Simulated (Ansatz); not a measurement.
This geometry of FH3OSi + H4OSi (12 atoms, charge 0, multiplicity 1) is a first-order saddle point.

Theory: RKS PBE0-D4/def2-SVP in Ansatz.

```xyz
12
Properties=species:S:1:pos:R:3
Si -1.280 0.291 -0.439
F -1.580 -1.484 -1.066
H -1.305 0.761 -1.840
H -2.498 0.140 0.402
O -0.537 1.643 0.285
H -0.407 -1.536 -0.567
O 0.164 -0.759 -0.039
Si 1.736 -0.286 0.422
H -0.795 1.822 1.193
H 1.692 0.248 1.807
H 2.532 -1.544 0.385
H 2.276 0.704 -0.544
```

Task: Which two structures does it join? (They come from a converged band through this point; their orientation in space is the band's.)

Result: Bonds broken: Si1–F2, H6–O7. Bonds formed: Si1–O7, F2–H6. FH3OSi + H4OSi becomes FH + H6O2Si2.

First end point:

```xyz
12
Properties=species:S:1:pos:R:3
Si -2.197 0.290 -0.561
F -1.223 -0.519 -1.616
H -3.428 0.685 -1.285
H -2.463 -0.687 0.529
O -1.412 1.644 -0.079
H 0.552 -0.197 -0.850
O 0.927 0.230 -0.064
Si 2.160 -0.564 0.749
H -0.488 1.463 0.173
H 2.476 0.285 1.928
H 1.727 -1.922 1.194
H 3.368 -0.707 -0.118
```

Last end point:

```xyz
12
Properties=species:S:1:pos:R:3
Si -1.151 0.608 -0.303
F -1.215 -2.236 -1.373
H -1.168 0.908 -1.751
H -2.410 0.017 0.216
O -0.778 2.034 0.457
H -0.584 -1.843 -0.803
O 0.076 -0.501 0.025
Si 1.693 -0.302 0.441
H -0.939 2.094 1.403
H 1.797 0.256 1.820
H 2.314 -1.653 0.390
H 2.366 0.616 -0.522
```

Task: How far does it lie above each of them?

Result: 24.8 kcal/mol above the first and 15.7 kcal/mol above the second. This is the barrier of this one path; another mechanism may lie lower. The orbitals stay closed-shell, which can raise the energy where a bond breaks towards radicals; this wasn't checked here.

The run took 5.6 min on 2 threads of Intel(R) Xeon(R) 6975P-C (Granite Rapids), on a shared host, peak memory 0.29 GiB.
